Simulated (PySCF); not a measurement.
F$_{2}$O, singlet, at a GFN2-xTB geometry. Base run: B3LYP/3-21G (PySCF).

Geometry (Å):
```xyz
3

F      0.0189     1.0919    -0.2472
O     -0.0224    -0.0028     0.5690
F      0.0011    -1.0894    -0.2585
```
All else is at PySCF's defaults.

Each row names what was changed in the base input (with any setting that the change needs).

```
change                                                                                        basis functions      E (Eh)  HOMO (eV)  HOMO-LUMO gap (eV)  dipole (D)
--------------------------------------------------------------------------------------------  ---------------  ----------  ---------  ------------------  ----------
base                                                                                                       27  -273.16421      -8.20                6.91        0.08
basis = ANO-RCC-VDZP; relativity = none                                                                    42  -274.74912      -9.28                6.94        0.28
basis = cc-pVTZ-DK; relativity = spin-free X2C; nucleus = Gaussian (with mol.nucmod = 'G')                 90  -274.99613      -9.11                7.07        0.21
basis = cc-pVDZ-DK; relativity = spin-free X2C                                                             42  -274.89659      -8.79                7.01        0.20
basis = cc-pVTZ-DK; relativity = none                                                                      90  -274.74927      -9.12                7.08        0.21
basis = cc-pVDZ-DK; relativity = spin-free X2C; nucleus = Gaussian (with mol.nucmod = 'G')                 42  -274.89654      -8.79                7.01        0.20
basis = ANO-RCC-VDZP; relativity = spin-free X2C; nucleus = Gaussian (with mol.nucmod = 'G')               42  -275.00670      -9.26                6.93        0.28
basis = cc-pVTZ-DK; relativity = spin-free X2C                                                             90  -274.99619      -9.11                7.07        0.21
basis = cc-pVDZ-DK; relativity = none                                                                      42  -274.64939      -8.80                7.03        0.20
basis = ANO-RCC-VDZP; relativity = spin-free X2C                                                           42  -275.00676      -9.26                6.93        0.28
```

Totals shift with the method and basis; they matter in differences.

Basis sets contracted for a relativistic Hamiltonian are a mismatch without it, so the rows without relativity aren't non-relativistic limits. No row has spin-orbit coupling; sets with core potentials leave out the core electrons.
